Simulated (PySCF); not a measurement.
## Spin-rotation constants: SMILES CC[O][AlH-]1[Cl+][AlH2-][Cl+]1, C2H8Al2Cl2O

Geometry:
```csv
atom,x (Å),y (Å),z (Å)
C1,-2.527,0.308,-0.072
C2,-1.855,-1.054,0.031
O3,-0.507,-0.976,-0.330
Al4,1.037,-0.791,-0.838
Cl5,1.559,1.246,-1.536
Al6,3.150,1.323,-0.054
Cl7,2.518,-0.579,0.792
H8,-2.038,1.012,0.598
H9,-3.577,0.230,0.194
H10,-2.442,0.681,-1.091
H11,-2.349,-1.769,-0.637
H12,-1.924,-1.433,1.057
H13,1.620,-1.767,-1.839
H14,4.507,1.134,-0.763
H15,2.825,2.441,0.960
```

Method used: PySCF 2.14.0, GIAO HF/STO-3G magnetisability, rotational g tensor and spin-rotation constants, non-relativistic, gas phase. Geometry: GFN2-xTB.

Task: Give the nuclear spin-rotation constants along the inertial axes (H = +C I·J) beside the isotropic shieldings.

Result: Rotational constants 1.9901, 0.7433, 0.6330 GHz. A star marks the isotopologue with that one atom substituted, in its own axes.
```csv
atom,isotope,Caa (kHz),Cbb (kHz),Ccc (kHz),mean (kHz),σ (ppm)
Al4,27Al,0.631,0.276,0.193,0.367,566.8
Cl5,35Cl,-0.134,-0.064,-0.036,-0.078,1241.6
Al6,27Al,0.925,0.324,0.233,0.494,509.6
Cl7,35Cl,-0.149,-0.057,-0.037,-0.081,1242.0
H8,1H,-0.129,-0.087,-0.025,-0.080,32.7
H9,1H,-0.011,-0.086,-0.065,-0.054,32.8
H10,1H,-0.215,-0.025,-0.051,-0.097,32.8
H11,1H,-0.115,-0.084,-0.018,-0.072,31.7
H12,1H,-0.210,-0.016,-0.046,-0.091,31.7
H13,1H,-0.157,-0.059,0.009,-0.069,31.4
H14,1H,-0.019,-0.062,-0.031,-0.038,31.4
H15,1H,-0.157,-0.060,0.011,-0.069,31.4
C1,13C*,0.105,0.032,0.030,0.056,226.3
C2,13C*,0.124,0.084,0.070,0.093,193.8
O3,17O*,-0.119,0.103,0.056,0.013,461.4
```
For the geometry as given, no vibrational averaging.
